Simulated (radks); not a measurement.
The numbers below are computed, except where a source is named.
The nuclear charge of the bromine ion Br+ is varied continuously with 34 electrons held in [Ar] 3d10 4s2 4p4. Level of theory: scalar-relativistic Kohn-Sham, LDA (Slater exchange, Perdew-Wang correlation), spin-polarised, spherical densities, finite nucleus; open shells are filled with parallel spins first; Fermi nuclear charge, rms radius 4.1629 fm (a radial shooting solver on a logarithmic mesh with Libxc functionals). By the Hellmann-Feynman theorem dE/dZ = E(electron-nucleus)/Z, the electronic potential at the nucleus (averaged over a nucleus of fixed radius). The scalar-relativistic energy here is not variational (the density holds large components alone), so the two differ by a part that grows with Z.

[
 {"Z": "34.5", "E (hartree)": "-2513.86575", "E(electron-nucleus)/Z (hartree)": "-175.600", "HOMO": "4p", "e(HOMO) (eV)": "-10.980", "<r> HOMO (bohr)": "2.131"},
 {"Z": "34.75", "E (hartree)": "-2558.04608", "E(electron-nucleus)/Z (hartree)": "-177.311", "HOMO": "4p", "e(HOMO) (eV)": "-13.786", "<r> HOMO (bohr)": "2.048"},
 {"Z": "35", "E (hartree)": "-2602.65600", "E(electron-nucleus)/Z (hartree)": "-179.022", "HOMO": "4p", "e(HOMO) (eV)": "-16.757", "<r> HOMO (bohr)": "1.975"},
 {"Z": "35.25", "E (hartree)": "-2647.69535", "E(electron-nucleus)/Z (hartree)": "-180.733", "HOMO": "4p", "e(HOMO) (eV)": "-19.885", "<r> HOMO (bohr)": "1.909"},
 {"Z": "35.5", "E (hartree)": "-2693.16408", "E(electron-nucleus)/Z (hartree)": "-182.443", "HOMO": "4p", "e(HOMO) (eV)": "-23.167", "<r> HOMO (bohr)": "1.849"},
 {"Z": "35.75", "E (hartree)": "-2739.06216", "E(electron-nucleus)/Z (hartree)": "-184.153", "HOMO": "4p", "e(HOMO) (eV)": "-26.596", "<r> HOMO (bohr)": "1.795"},
 {"Z": "36", "E (hartree)": "-2785.38963", "E(electron-nucleus)/Z (hartree)": "-185.863", "HOMO": "4p", "e(HOMO) (eV)": "-30.170", "<r> HOMO (bohr)": "1.744"}
]

The central difference of E at Z = 35 is -179.299 hartree, to compare with the third column; the second derivative is -6.87 hartree.
